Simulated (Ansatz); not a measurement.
As₃⁻. Charge -1, multiplicity 1. Geometry B3LYP-D4/def2-TZVPD.

| atom | x (Å) | y (Å) | z (Å) |
| --- | --- | --- | --- |
| As1 | 0.055 | -1.204 | 0.877 |
| As2 | -0.825 | 0.290 | -1.207 |
| As3 | 0.770 | 0.914 | 0.330 |

The restricted singlet is unstable towards broken spin symmetry at other levels; at PBE-D4/def2-SVPD, revPBE-D4/def2-TZVPD, ωB97M-V/def2-TZVPD this wasn't settled. At PBE-D4/def2-SVPD, PBE-D4/def2-TZVPD, revPBE-D4/def2-TZVPD, PBE0-D4/def2-TZVPD the highest occupied level of the charge -1 singlet lies above zero (up to 1.23 eV). The electron is either unbound and held by the finite basis, or the level is raised by self-interaction error. At PBE-D4/def2-TZVPD, PBE0-D4/def2-TZVPD the restricted singlet is unstable: a solution with broken spin symmetry lies lower. The geometry of the singlet was relaxed on an unsound state (restricted singlet, unstable towards broken spin symmetry at other levels and untested here). At PBE0-D4/def2-TZVPD a triplet of charge -1 lies 0.60 eV below the restricted singlet, each at its own geometry. The structure comes from a short search, and lower isomers may exist.

**Question.** Estimate the orbital energies around the gap (eV) in Ansatz with PBE-D4/def2-SVPD, PBE-D4/def2-TZVPD, revPBE-D4/def2-TZVPD, PBE0-D4/def2-TZVPD, ωB97M-V/def2-TZVPD.

**Answer.** 
```
orbital  PBE-D4/def2-SVPD  PBE-D4/def2-TZVPD  revPBE-D4/def2-TZVPD  PBE0-D4/def2-TZVPD  ωB97M-V/def2-TZVPD
 HOMO−5             -6.84              -6.98                 -6.90               -8.49              -11.06
 HOMO−4             -2.14              -2.25                 -2.20               -3.27               -5.20
 HOMO−3             -1.60              -1.77                 -1.71               -2.80               -4.85
 HOMO−2             -1.50              -1.63                 -1.57               -2.63               -4.52
 HOMO−1             -0.46              -0.61                 -0.56               -1.46               -3.20
   HOMO              1.23               1.04                  1.08                0.27               -1.47
   LUMO              1.64               1.45                  1.52                1.98                3.67
 LUMO+1              2.68               2.48                  2.56                3.14                4.66
 LUMO+2              3.85               3.56                  3.62                4.15                5.24
 LUMO+3              3.86               3.64                  3.70                4.28                5.75
 LUMO+4              4.75               4.67                  4.76                5.25                6.41
 LUMO+5              6.43               5.89                  5.93                6.47                7.52
```
